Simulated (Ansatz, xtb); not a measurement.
# Relative energy of two isomers of C6H7FSi

Structure X: `Fc1ccc([SiH3])cc1`, a singlet. Structure Y: `Fc1ccccc1[SiH3]`, a singlet. Both are isolated molecules in the gas phase, relaxed with r2SCAN-D4/def2-SVP.

Quicker runs give these differences E(Y) − E(X): GFN2-xTB −0.067 eV; HF/STO-3G −0.069 eV (at GFN2-xTB geometries); r2SCAN-D4/def2-SVP//GFN2-xTB −0.107 eV.

Question: Estimate E(Y) − E(X) at the level CCSD(T)/def2-SVP + ΔMP2/def2-TZVPP.

Answer: Calculated at CCSD(T)/def2-SVP + ΔMP2/def2-TZVPP: E(Y) − E(X) = −0.072 eV, so structure Y lies lower.

The same difference at several levels:

| level | geometry | E(Y) − E(X) (eV) | departure from the last row (eV) | job, with rough time for the two |
| --- | --- | --- | --- | --- |
| GFN2-xTB | GFN2-xTB | −0.067 | +0.005 | optimisation, 0.14 s |
| HF/STO-3G | GFN2-xTB | −0.069 | +0.004 | single point, 0.52 s |
| r2SCAN-D4/def2-SVP//GFN2-xTB | GFN2-xTB | −0.107 | −0.035 | single point, 3.4 s |
| r2SCAN-D4/def2-SVP | r2SCAN-D4/def2-SVP | −0.104 | −0.031 | optimisation, 26 s |
| HF/def2-SVP | r2SCAN-D4/def2-SVP | −0.084 | −0.012 | part of the CCSD(T) run |
| MP2/def2-SVP | r2SCAN-D4/def2-SVP | −0.100 | −0.028 | part of the CCSD(T) run |
| CCSD(T)/def2-SVP | r2SCAN-D4/def2-SVP | −0.099 | −0.027 | single point |
| CCSD(T)/def2-SVP + ΔMP2/def2-TZVPP | r2SCAN-D4/def2-SVP | −0.072 |  | single point, 70 s |

As drawn, both hold the same kinds of bond in the same numbers.

None of the levels shown reverses the order. The largest departure from CCSD(T)/def2-SVP + ΔMP2/def2-TZVPP is that of r2SCAN-D4/def2-SVP//GFN2-xTB, 0.035 eV. A small imaginary or near-zero mode remains, so no thermal terms are given. The last row adds to CCSD(T) the change of the MP2 difference between the two basis sets, here +0.027 eV.

The correlated steps freeze 12 core orbitals. Run with Ansatz 0.2.0, xtb 6.7.1; the last row on 2 threads of Intel(R) Xeon(R) 6975P-C (Granite Rapids) on a shared host.
